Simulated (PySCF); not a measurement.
## How methods differ on the ionisation energy of Ca

Ca [Ar] 4s2 (1S) → Ca⁺ [Ar] 4s1 (2S), as a difference of total energies. Computed with PySCF 2.14 in x2c-TZVPall (6s5p3d, 36 functions), with the spin-free X2C one-electron Hamiltonian (Gaussian nucleus). Correlated levels: valence: [Ar] frozen. The calculations carry no spin-orbit coupling.

| method | ionisation energy (eV) | error (eV) |
| --- | --- | --- |
| UHF | 5.139 | -0.974 |
| LDA | 6.240 | +0.127 |
| MN15 | 6.292 | +0.179 |
| MP2 (valence) | 5.641 | -0.472 |
| SCS-MP2 (valence) | 5.742 | -0.371 |
| CCSD (valence) | 5.906 | -0.207 |

Reference: 6.113 eV (measured; NIST Atomic Spectra Database, ionization energies).

Errors of the correlated levels include the incompleteness of this basis and the frozen core.

With two correlated electrons CCSD is exact in that space.
